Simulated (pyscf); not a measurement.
# `[F][GaH][O][SiH3]`, singlet

Gas-phase minimum from PySCF at ωB97X-D3(BJ)/def2-SVP, one conformer. 

```xyz
8

F     -2.2723    -0.8972    -1.2117
Ga    -2.5217     0.8293    -1.0312
O     -1.0019     1.7248    -0.9666
Si     0.6102     1.3212    -1.0302
H     -3.9262     1.4496    -0.9439
H      0.9390     0.6512    -2.3228
H      0.9726     0.4056     0.0916
H      1.4123     2.5709    -0.9141
```

Bond lengths (Å): F1–Ga2 1.754, Ga2–O3 1.765, Ga2–H5 1.538, O3–Si4 1.663, Si4–H6 1.493, Si4–H7 1.493, Si4–H8 1.489. Bond angles (°): F1–Ga2–O3 112.4, F1–Ga2–H5 122.2, O3–Ga2–H5 125.4, Ga2–O3–Si4 135.2, O3–Si4–H6 110.8, O3–Si4–H7 110.8, O3–Si4–H8 108.4, H6–Si4–H7 108.8, H6–Si4–H8 109.0, H7–Si4–H8 109.0.

Properties at ωB97X-D3(BJ)/def2-SVP:

- Harmonic wavenumbers, unscaled = 56, 64, 92, 229, 487, 543, 603, 715, 741, 753, 971, 971, 1006, 1031, 2123, 2249, 2253, 2271 cm⁻¹
- Zero-point energy = 24.5 kcal/mol
- Rotational symmetry number = 1
- Entropy of this conformer at 298 K and 1 atm, rigid rotor and harmonic oscillator, modes under 100 cm⁻¹ raised to 100 = 346.2 J/(mol K)
- Dipole moment = 1.61 D

Single-point totals, which compare only within one level (frozen core for MP2 and CC):

| level | total energy (hartree) |
|---|---|
| ωB97X-D3(BJ)/def2-TZVP | -2392.02002 |
| PBE/def2-TZVP | -2391.38439 |
| r²SCAN/def2-TZVP | -2391.89747 |
| B3LYP-D3(BJ)/def2-TZVP | -2392.09830 |
| PBE0-D3(BJ)/def2-TZVP | -2391.45865 |
| M06-2X/def2-TZVP | -2391.92584 |
| ωB97M-D3(BJ)/def2-TZVP | -2392.11310 |
| HF/def2-TZVPP | -2389.02173 |
| MP2/def2-TZVPP | -2389.86050 |
| CCSD/def2-TZVPP | -2389.87741 |
| CCSD(T)/def2-TZVPP | -2389.90664 |

Soft torsions are taken as harmonic, which can shift the entropy by several J/(mol K). The CCSD(T) − MP2 part came from Ansatz, without density fitting, on the same reference. The frozen core leaves the outer d or s,p core shells of the metals and heavy elements correlated in the MP2 and CC values, and def2-TZVPP describes them poorly, so these totals are far from the basis limit. Elements up to Kr have no core potential and no relativistic terms here.
